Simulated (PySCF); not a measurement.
# Orbital energies and ionisation energy

Compound: C3H7FOSi.
Structure used (PBE0-D3(BJ)/def2-SVP), in Å, numbered top down from 1:
```
atom  x, y, z in Å
C1    -0.7028   -1.9542    0.4462
C2    -0.2862   -0.7387    0.0934
C3    -0.7340   -0.0394   -1.1588
F4    -1.5855   -0.8074   -1.8918
O5     0.5907   -0.0384    0.8522
Si6    1.2386    1.5010    0.7889
H7    -0.3463   -2.4195    1.3662
H8    -1.4032   -2.4853   -0.1964
H9    -1.2408    0.9087   -0.8934
H10    0.1479    0.2145   -1.7768
H11    1.9847    1.7153   -0.4882
H12    2.1635    1.5910    1.9471
H13    0.1655    2.5354    0.8960
```

Level: CAM-B3LYP/def2-SVPD (PySCF). Frontier orbitals with their largest atomic shares (Löwdin; up to four atoms above 4 %):

| orbital | ε (eV) | main atoms |
| --- | --- | --- |
| HOMO−3 | -11.77 | F4 40 %, C3 18 %, Si6 8 %, H10 8 % |
| HOMO−2 | -11.27 | Si6 27 %, H13 19 %, O5 16 %, H11 14 % |
| HOMO−1 | -10.54 | O5 34 %, Si6 15 %, C2 9 %, C3 9 % |
| HOMO | -8.24 | ? |
| LUMO | 0.83 | Si6 38 %, H13 12 %, H11 12 %, O5 12 % |
| LUMO+1 | 1.00 | Si6 44 %, H11 10 %, H13 9 %, C3 9 % |
| LUMO+2 | 1.46 | C2 28 %, C1 24 %, O5 10 %, H7 7 % |

What vertical ionisation energy does ΔSCF give, and how far is −ε(HOMO) from it?

ΔSCF: 9.07 eV (875 kJ/mol; threshold wavelength 137 nm); ⟨S²⟩ of the doublet left behind is 0.757, against 0.75 for a pure doublet. −ε(HOMO) is 8.24 eV, 0.83 eV below it. In exact Kohn–Sham theory the two would be equal; CAM-B3LYP (range-separated hybrid) falls short of its own ΔSCF value by 9 %.

On which atoms does the HOMO lie?

C1 (terminal =CH2 carbon) 37 %, C2 (vinylic carbon bearing oxygen) 27 %, O5 (silyl ether oxygen) 19 %, so no atom holds as much as 40 %. The HOMO−1 lies 2.30 eV lower.

How many of the 10 lowest singlet excitations (vertical TDDFT, same level) lie below the ionisation energy?

All 10; they run from 6.17 to 8.38 eV.

What total energies stand behind the ΔSCF value?

E(N) = -582.68077 Eh and E(N − 1) = -582.34747 Eh at the same geometry, 0.33330 Eh apart.

Isolated species at its PBE0-D3(BJ)/def2-SVP geometry (one conformer only).
